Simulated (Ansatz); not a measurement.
Reaction (ligand exchange at the Si–C bond): `C=C([SiH3])[SiH3]` + `N[SiH2][SiH2]Cl` → `[SiH3]N[SiH2][SiH2]Cl` + `C=C[SiH3]`

Isolated molecules relaxed with PBE0-D4/def2-TZVP in Ansatz; ΔE leaves out vibrations. CCSD(T)/CBS adds triple-zeta CCSD(T) − MP2 to the extrapolated MP2 energy (def2 sets, frozen cores). DFT in def2-TZVPP. Each species was taken in one conformer, which may not be the lowest.

Q: Is it downhill or uphill in electronic energy at CCSD(T)/CBS, and by how much? (Best estimate.)

A: Ansatz gave: Downhill: ΔE = -11.9 kcal/mol.

Q: What do these levels give: r2SCAN-D4, PBE0-D4, ωB97X-V, ωB97M-V, B2PLYP, r2SCAN, PBE0, SCS-MP2/def2-TZVPP, CCSD/def2-TZVPP, CCSD(T)/def2-TZVPP, HF/def2-QZVPP, HF/CBS(def2)? (Best estimate.)

A: Computed: r2SCAN-D4 -11.3, PBE0-D4 -10.7, ωB97X-V -11.8, ωB97M-V -11.9, B2PLYP -11.7, r2SCAN -11.2, PBE0 -10.3, SCS-MP2/def2-TZVPP -12.3, CCSD/def2-TZVPP -12.3, CCSD(T)/def2-TZVPP -11.9, HF/def2-QZVPP -13.8, HF/CBS(def2) -13.8 kcal/mol.

Largest T1 diagnostic among the species: 0.012.

From PBE to PBE0 (25 % exact exchange), in def2-TZVPP and without D4, ΔE moves by −0.9 kcal/mol. In def2-TZVPP, CCSD(T) changes the Hartree–Fock value by +1.7 kcal/mol (the triples alone add +0.4 kcal/mol) and MP2 by +1.9 kcal/mol.
